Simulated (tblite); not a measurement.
Compound: C₆H₁₁ClOSi₂.
Geometry (GFN2-xTB, Å), atoms numbered from 1 in this order:
```
atom  x, y, z in Å
C1     3.1967   -1.5790    0.0818
C2     2.3745   -0.8109    0.5048
Si3    1.1024    0.3733    1.1562
Cl4    1.9007    1.3276    2.7761
C5     0.7101    1.6410   -0.2072
C6     0.0475    1.0154   -1.4354
C7    -1.3548    0.4779   -1.1508
Si8   -1.3897   -1.0234    0.0178
O9    -2.9039   -1.3904    0.5014
C10   -0.4697   -0.5776    1.6112
H11    3.9159   -2.2524   -0.2886
H12    1.6293    2.1383   -0.5235
H13    0.0580    2.4254    0.1841
H14    0.6771    0.2064   -1.8130
H15   -0.0162    1.7751   -2.2215
H16   -1.8176    0.2129   -2.1043
H17   -1.9600    1.2888   -0.7380
H18   -0.7738   -2.1712   -0.6599
H19   -3.5894   -1.6225   -0.1180
H20   -1.1109    0.0342    2.2436
H21   -0.2351   -1.4720    2.1829
```

Computed values, GFN2-xTB/tblite, gas phase, harmonic and unscaled. Against measured fundamentals such values can be off by several per cent, at times by over 20. Modes of hydrogen on silicon can be 10 to 20 % off. One conformer, not necessarily the lowest.

Harmonic wavenumbers (cm⁻¹): 44.5, 61.0, 87.5, 106.9, 119.9, 169.3, 187.9, 197.1, 224.7, 239.1, 263.5, 282.3, 288.4, 300.4, 417.4, 481.9, 612.9, 620.2, 664.4, 678.4, 682.1, 690.3, 699.1, 723.5, 740.5, 754.6, 778.8, 818.4, 834.5, 887.0, 958.0, 983.3, 987.5, 1059.0, 1120.2, 1129.1, 1171.4, 1223.7, 1301.6, 1314.1, 1354.4, 1444.4, 1473.2, 1485.8, 1510.2, 2207.0, 2214.6, 2930.1, 2952.2, 2958.1, 2971.1, 2974.3, 2978.0, 2995.4, 3012.6, 3352.3, 3675.5.

A = 1159, B = 546.7, C = 526.0 MHz; mass 190.004 u (most abundant isotopes); point group C1, symmetry number 1.

Q: Zero-point energy?

A: Half the sum of the wavenumbers: 33697 cm⁻¹ = 403.10 kJ/mol.

Q: Give the ideal-gas entropy at 200 K and 1 bar in the rigid-rotor, harmonic-oscillator model (classical rotation).

A: Translation 166.00, rotation 125.75, vibration 117.78: S = 409.5 J/(mol K).

Q: And Cp and H(200 K) − H(0)?

A: Cp = 159.71 J/(mol K), of which vibrations give 126.45 (their classical limit is 57 R = 473.9); H(200 K) − H(0) = 19.66 kJ/mol without the zero-point energy, 13.01 from vibrations.

Q: How do the functions run with temperature in this model?

A: 
```csv
T (K),S (J/(mol K)),Cp (J/(mol K)),H − H(0) (kJ/mol),G − H(0) (kJ/mol),ln q(vib)
100,320.4,102.5,6.48,-25.56,2.43
300,484.5,212.8,38.33,-107.02,10.19
500,613.7,293.7,89.60,-217.24,17.50
800,768.7,364.6,189.37,-425.58,27.35
1000,853.5,395.2,265.50,-588.00,33.19
```

q(vib) and H(0) count from the zero-point level.

Q: Which modes carry the vibrational entropy at 200 K?

A: 44.5 cm⁻¹: 17.82; 61.0 cm⁻¹: 15.23; 87.5 cm⁻¹: 12.30; 106.9 cm⁻¹: 10.70; 119.9 cm⁻¹: 9.80; 169.3 cm⁻¹: 7.17 J/(mol K); the other 51 give 44.76 together.

Q: What must be added to the electronic energy to get the Gibbs energy at 200 K and 1 bar?

A: ZPE + [H(200 K) − H(0)] − T·S = 403.10 + 19.66 − 81.91 = 340.85 kJ/mol.

Q: Blend soft modes into free rotors: weight 1/[1 + (100 cm⁻¹/ν̃)⁴] for the oscillator and the rest for a rotor with moment μB/(μ + B), μ = h/(8π²ν), B = 10⁻⁴⁴ kg m². What vibrational entropy results?

A: 110.48 J/(mol K) in place of 117.78, which changes −T·S at 200 K by +1.46 kJ/mol.

Hindered rotation and anharmonicity are outside this model. Other conformers, if any are populated, would add a mixing term that is left out. The structure is chiral; the term R ln 2 for an equal mix with its mirror image is left out.
